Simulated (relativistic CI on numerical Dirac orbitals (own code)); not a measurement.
Slater and spin-orbit integrals, Cd⁹⁺

Computed by Dirac-Coulomb-Breit CI, orbitals from a KLI potential per configuration, QED by a radiative potential, unscaled Slater integrals (own radial code, finite nucleus).

Slater integrals F^k, G^k are unscaled and averaged over j, outside the closed core [Ar] 3d10; ζ comes from projecting the Hamiltonian with its Breit term on Σ l·s of the shell.

- 4s2 4p6 4d3: F^2(4d,4d) = 102120, F^4(4d,4d) = 68625, ζ(4d) = 3355.9 cm⁻¹; <r>(4d) = 0.9991, <r^2>(4d) = 1.144 (bohr units).
- 4s2 4p5 4d4: ζ(4p) = 35975, F^2(4d,4d) = 102320, F^4(4d,4d) = 68763, F^2(4p,4d) = 107810, G^1(4p,4d) = 136880, G^3(4p,4d) = 85695, ζ(4d) = 3371 cm⁻¹; <r>(4p) = 0.8906, <r^2>(4p) = 0.8974, <r>(4d) = 0.9968, <r^2>(4d) = 1.138 (bohr units).
- 4s2 4p6 4d2 4f: F^2(4d,4d) = 102360, F^4(4d,4d) = 68778, ζ(4d) = 3416.6, F^2(4d,4f) = 88296, F^4(4d,4f) = 57235, G^1(4d,4f) = 106250, G^3(4d,4f) = 66839, G^5(4d,4f) = 47345, ζ(4f) = 47.878 cm⁻¹; <r>(4d) = 0.996, <r^2>(4d) = 1.137, <r>(4f) = 1.233, <r^2>(4f) = 1.772 (bohr units).

Question: Give the Racah parameters of the d shell in 4s2 4p6 4d3.

Answer: B = F²/49 − 5F⁴/441 = 1306 cm⁻¹ and C = 35F⁴/441 = 5446 cm⁻¹.

Averages of the first 10 configurations, taken without configuration mixing, which lowers the lowest level and can move excited configurations by several eV; other configurations of the list can lie among them:

```
   Configuration  Parity  States  Average energy above the lowest level (eV)
     4s2 4p6 4d3    even     120                                         4.8
     4s2 4p5 4d4     odd    1260                                        70.8
  4s2 4p6 4d2 4f     odd     630                                        71.8
  4s2 4p6 4d2 5s    even      90                                        53.1
  4s2 4p6 4d2 5p     odd     270                                        67.6
      4s 4p6 4d4    even     420                                       118.4
4s2 4p6 4d 5s 5p     odd     120                                       118.8
4s2 4p6 4d 4f 5s     odd     280                                       121.9
  4s2 4p6 4d2 5d    even     450                                        89.5
  4s2 4p6 4d2 6s    even      90                                       104.2
```
